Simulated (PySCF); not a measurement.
# Energy of Sc⁺ (scandium, charge +1) between two integer charges

The 4s alpha orbital of [Ar] 3d1 4s1 is emptied in steps (occupation f), with all orbitals relaxed, ending at [Ar] 3d1. All numbers are calculated (PySCF 2.14, no relativity, point nucleus, in def2-SVP (5s3p2d1f, 31 functions)). The exact energy is a straight line in f; departures are measured from the line between the end points of the same method.

```
  f  UHF (eV)
  1     0.000
0.9     0.005
0.7     0.012
0.5     0.014
0.3     0.011
0.1     0.005
  0     0.000
```

| method | E(f=0) − E(f=1) (eV) | −ε at f=1 (eV) | −ε at f=0.5 (eV) |
| --- | --- | --- | --- |
| UHF | 12.107 | 12.164 | 12.106 |

Orbital energy along the path (eV):

| f | UHF |
| --- | --- |
| 1 | -12.164 |
| 0.9 | -12.152 |
| 0.7 | -12.128 |
| 0.5 | -12.106 |
| 0.3 | -12.085 |
| 0.1 | -12.064 |
| 0 | -12.055 |

Reference removal energy between the ground levels: 12.800 eV (measured; NIST Atomic Spectra Database, ionization energies). The calculation has no spin-orbit coupling. UHF lacks correlation.
